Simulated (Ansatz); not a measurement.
Consider the cleavage of the Si–B bond: `CBB(C)[SiH3]` + `O[AsH2]` → `[SiH3]O[AsH2]` + `CBBC`.

Program: Ansatz. Geometries: PBE0-D4/def2-TZVP. ΔE: electronic, gas phase. CCSD(T)/CBS is the MP2 limit (def2-TZVPP, def2-QZVPP) plus CCSD(T) − MP2 in def2-TZVPP, frozen cores. Functionals use def2-TZVPP. For As outer-core shells are correlated without core-valence functions, which leaves a few kJ/mol of doubt a bond. Scalar relativity is left out up to krypton. One conformer a species, not always the lowest.

`CBB(C)[SiH3]`:

Cartesian coordinates in Å:
```
C -1.049 -0.609 1.997
B -0.482 -1.006 0.591
B -0.031 -0.017 -0.618
C -0.787 0.610 -1.832
Si 1.933 0.483 -0.362
H -0.477 -1.072 2.808
H -2.052 -1.054 2.069
H -1.144 0.460 2.193
H -0.248 -2.181 0.418
H -1.190 1.555 -1.432
H -0.166 0.886 -2.687
H -1.650 0.035 -2.175
H 2.722 0.009 -1.536
H 2.050 1.970 -0.300
H 2.570 -0.069 0.866
```

`O[AsH2]`:

```xyz
5

O    -1.070   -0.239    0.180
As    0.592    0.454    0.121
H    -1.605    0.331    0.737
H     1.321   -0.868    0.354
H     0.763    0.322   -1.391
```

`[SiH3]O[AsH2]`:

```xyz
8

Si   -0.865   -0.318   -0.960
O     0.231    0.512   -0.059
As    1.000   -0.072    1.457
H    -2.071   -0.661   -0.157
H    -0.283   -1.583   -1.485
H    -1.248    0.563   -2.089
H     2.423    0.326    1.064
H     0.813    1.233    2.229
```

`CBBC`:

Z-matrix (Å, degrees):
```
C
B 1 1.564
H 1 1.091 2 116.3
H 1 1.094 2 112.7 3 127.7
H 1 1.101 2 105.2 3 -118.5
B 2 1.650 1 126.7 3 12.7
H 2 1.209 1 116.1 3 -168.7
C 6 1.564 2 126.7 1 85.4
H 6 1.209 2 117.1 1 -93.2
H 8 1.101 6 105.2 2 -105.8
H 8 1.094 6 112.8 2 140.4
H 8 1.091 6 116.3 2 12.7
```

```tsv
level	ΔE (eV)
B2PLYP	-1.08
r2SCAN	-0.93
```

Q: What does CCSD(T)/CBS give? (An estimate is asked.)

A: The calculation gave: -1.02 eV. The listed levels differ from it by -0.06, 0.09 eV.

Largest T1 diagnostic among the species: 0.013.

From PBE to PBE0 (25 % exact exchange), in def2-TZVPP and without D4, ΔE moves by −0.10 eV. The D4 term adds +0.03 eV with B3LYP and +0.02 eV with PBE0; it sums over pairs of atoms, weighted by their polarisabilities, and B3LYP, whose exchange is more repulsive, gets the larger term. In def2-TZVPP, CCSD(T) changes the Hartree–Fock value by +0.35 eV (the triples alone add +0.05 eV) and MP2 by +0.28 eV.

B3LYP here is the variant with VWN-RPA as its local correlation; programs differ in this.
